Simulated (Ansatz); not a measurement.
C₃H₇BSi, SMILES `C#CB[SiH2]C`, relaxed with RKS PBE0-D4/def2-TZVP in Ansatz from a PBE-D4/def2-SVP geometry. The force threshold is 0.005 eV/Å; the program also tests the step.

The species carries charge 0 and has multiplicity 1.

Start:

```xyz
12

C    -1.600    1.116   -2.093
C    -0.739    1.332   -1.233
B     0.294    1.525   -0.157
Si    0.839   -0.014    1.041
C     0.127   -1.691    0.521
H    -2.355    0.952   -2.852
H     0.790    2.627    0.004
H     2.349   -0.081    1.113
H     0.370    0.339    2.438
H     0.499   -1.974   -0.485
H     0.407   -2.492    1.234
H    -0.980   -1.639    0.469
```

```tsv
step	energy (eV)	largest force (eV/Å)	largest move (Å)
1	-11770.1767	1.902	0.000
2	-11770.2418	0.150	0.039
3	-11770.2446	0.038	0.010
4	-11770.2448	0.015	0.017
5	-11770.2450	0.003	0.014
6	-11770.2451	0.019	0.032
7 (rejected)	-11770.2451	0.027	0.045
8	-11770.2452	0.014	0.022
9	-11770.2453	0.029	0.036
10	-11770.2453	0.027	0.012
11	-11770.2454	0.012	0.024
12	-11770.2454	0.017	0.014
13	-11770.2454	0.010	0.007
14	-11770.2454	0.008	0.002
15	-11770.2454	0.005	0.001
16	-11770.2454	0.001	0.001
```

End:

```xyz
12

C    -1.516    1.107   -2.137
C    -0.733    1.324   -1.238
B     0.233    1.525   -0.113
Si    0.838   -0.022    1.029
C     0.095   -1.674    0.550
H    -2.205    0.931   -2.931
H     0.644    2.628    0.102
H     2.330   -0.085    0.951
H     0.502    0.304    2.448
H     0.352   -1.925   -0.482
H     0.455   -2.475    1.198
H    -0.995   -1.638    0.622
```

Run time 42 s (4 threads of an AMD EPYC 7B13 on a shared host); peak host memory 0.53 GiB.
